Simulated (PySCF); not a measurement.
# Gas-phase XPS of p-toluenethiol, computed

Compound: p-toluenethiol, C7H8S.
Z-matrix (Å and degrees, PBE0-D3(BJ)/def2-SVP geometry), rows numbered from 1:
```
C 
C   1  1.5010
C   2  1.3986  1  121.36
C   3  1.3920  2  121.71  1   178.50
C   4  1.3986  3  120.23  2     0.07
S   5  1.7669  4  123.34  3   179.89
C   5  1.4001  4  118.71  3     0.12
C   7  1.3906  5  120.38  4    -0.10
H   1  1.1032  2  111.12  3   -91.61
H   1  1.0997  2  111.52  3    27.99
H   1  1.0999  2  111.52  3   148.87
H   3  1.0937  2  119.41  1    -1.64
H   4  1.0929  3  119.57  2   179.85
H   6  1.3486  5   96.65  4     0.16
H   7  1.0929  5  119.86  4   179.67
H   8  1.0937  2  119.45  1     1.64
```

Computed with PySCF, delta-SCF UKS SCAN, pcX-2 on the ionised atom, pcseg-1 elsewhere, spin-free X2C. Each binding energy is the total energy of the core-ionised species, with the hole localised on one atom, minus that of the ground state; both are solved self-consistently, so orbital relaxation is included.

Question: List the computed XPS lines with their assignment.

Answer: 
| atom(s) | environment | level | binding energy (eV) | above the level's lowest (eV) | count |
| --- | --- | --- | --- | --- | --- |
| S6 | thiol sulfur | S 1s | 2477.39 | 0.00 | 1 |
| C5 | substituted aromatic carbon | C 1s | 290.85 | +0.77 | 1 |
| C1 | benzylic-type carbon | C 1s | 290.70 | +0.62 | 1 |
| C4/C7 | aromatic CH carbon | C 1s | 290.12 | +0.04 | 2 |
| C2 | substituted aromatic carbon | C 1s | 290.09 | +0.01 | 1 |
| C3/C8 | aromatic CH carbon | C 1s | 290.08 | 0.00 | 2 |

Lowest listed C 1s: C3/C8, bonded to 2 C (aromatic in the SMILES) and H. Highest, 0.77 eV above it: C5, bonded to S and 2 C (aromatic in the SMILES). Summing the Pauling electronegativity differences to the bonded atoms, each weighted by its formal bond order, gives -0.35 for the lowest site and +0.03 for the highest; no listed site has a larger sum than the highest. The smallest sum, -1.05, belongs to C1, 0.62 eV above the lowest. The values 290.08, 290.09 and 290.12 eV lie too close for their order to be trusted.

Question: Which photon wavelength matches the S 1s of S6 threshold?

Answer: λ = hc/E = 12398.42 eV Å / 2477.39 eV = 5.005 Å.

Question: Which effective nuclear charge Zeff reproduces each element's mean 1s value in the hydrogen-like formula E = 13.606 eV × Zeff²?

Answer: C (Z = 6): mean 290.3 eV, Zeff = 4.62, Z − Zeff = 1.38; S (Z = 16): mean 2477.4 eV, Zeff = 13.49, Z − Zeff = 2.51. Means run over the listed sites, weighted by atom count.

Topologically equivalent atoms share the value of their first member; where this conformer doesn't relate them by symmetry, their own values could differ. Not every level is listed. Spin contamination (⟨S²⟩ against 0.75 for a pure doublet) is marked for C 1s of C5 (0.86), which makes this value less certain. One conformer (not necessarily the lowest) at the PBE0-D3(BJ)/def2-SVP geometry, without solvent, vibrations or thermal averaging.
